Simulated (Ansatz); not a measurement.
Consider the ligand exchange at the Si–N bond: `CC(C)=N[SiH3]` + `O=C(O)O` → `O=C(O)O[SiH3]` + `CC(C)=N`.

Program: Ansatz. Geometries: PBE0-D4/def2-TZVP. ΔE: electronic, gas phase. CCSD(T)/CBS is the MP2 limit (def2-TZVPP, def2-QZVPP) plus CCSD(T) − MP2 in def2-TZVPP, frozen cores. DFT in def2-TZVPP. B3LYP here is the variant with VWN-RPA as its local correlation; programs differ in this. One conformer a species, not always the lowest.

**Question.** Is it downhill or uphill in electronic energy at CCSD(T)/CBS, and by how much? (An estimate is asked.)

**Answer.** Computed: Downhill: ΔE = -55.3 kJ/mol.

**Question.** What do these levels give: PBE0-D4, ωB97M-V, B2PLYP, PBE, r2SCAN, B3LYP, MP2/def2-TZVPP, CCSD/def2-TZVPP, CCSD(T)/def2-TZVPP, MP2/def2-QZVPP, SCS-MP2/def2-QZVPP, MP2/CBS(def2)? (An estimate is asked.)

**Answer.** The calculation gave: PBE0-D4 -45.5, ωB97M-V -52.2, B2PLYP -54.7, PBE -45.3, r2SCAN -49.5, B3LYP -53.9, MP2/def2-TZVPP -53.4, CCSD/def2-TZVPP -57.7, CCSD(T)/def2-TZVPP -56.0, MP2/def2-QZVPP -53.3, SCS-MP2/def2-QZVPP -56.8, MP2/CBS(def2) -52.7 kJ/mol.

Largest T1 diagnostic among the species: 0.014.

The D4 term adds +4.0 kJ/mol with B3LYP and +2.4 kJ/mol with PBE0; it sums over pairs of atoms, weighted by their polarisabilities, and B3LYP, whose exchange is more repulsive, gets the larger term. In def2-TZVPP, CCSD(T) changes the Hartree–Fock value by +6.8 kJ/mol (the triples alone add +1.7 kJ/mol) and MP2 by +9.4 kJ/mol.
